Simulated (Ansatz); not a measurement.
Stepwise reaction of `[OH][Zr]([OH])([OH])[SH]` with hydrogen fluoride, as a gas-phase model of exchange steps in deposition or etching. ΔE in kJ/mol.

Program: Ansatz. Geometries: PBE0-D4/def2-TZVP. ΔE: electronic, gas phase. CCSD(T)/CBS is the MP2 limit (def2-TZVPP, def2-QZVPP) plus CCSD(T) − MP2 in def2-TZVPP, frozen cores. This one scheme is used for every species. DFT in def2-TZVPP. B3LYP here is the variant with VWN-RPA as its local correlation; programs differ in this. Elements past krypton have def2 core potentials. For Zr outer-core shells are correlated without core-valence functions, which leaves a few kJ/mol of doubt a bond. Each species was taken in one conformer, which may not be the lowest.

| step | reaction | PBE-D4 | B3LYP-D4 | ωB97M-V | CCSD(T)/CBS |
| --- | --- | --- | --- | --- | --- |
| 1 | `[OH][Zr]([OH])([OH])[SH]` + H–F → `[OH][Zr]([OH])([F])[SH]` + H₂O | -56.6 | -54.3 | -54.3 | -49.0 |
| 3 | `[OH][Zr]([F])([F])[SH]` + H–F → `[F][Zr]([F])([F])[SH]` + H₂O | -46.7 | -43.7 | -43.3 | -38.1 |

(1) Give the row of step 2, `[OH][Zr]([OH])([F])[SH]` + H–F → `[OH][Zr]([F])([F])[SH]` + H₂O. (Best estimate.)

(2) By hand: ΔE of the 3 steps together at CCSD(T)/CBS.

Answers

(1) Ansatz gave: 
```tsv
step	reaction	PBE-D4	B3LYP-D4	ωB97M-V	CCSD(T)/CBS
2	`[OH][Zr]([OH])([F])[SH]` + H–F → `[OH][Zr]([F])([F])[SH]` + H₂O	-49.7	-46.6	-46.5	-41.0
```

(2) (-49.0) + (-41.0) + (-38.1) = -128.1 kJ/mol, or -42.7 kJ/mol a step.

In ΔE each step is higher than the one before. All are downhill at CCSD(T)/CBS. PBE-D4 differs from CCSD(T)/CBS by -8.7 to -7.6 kJ/mol a step. Isolated molecules leave out the surface, adducts and barriers. Largest T1 diagnostic: 0.018.
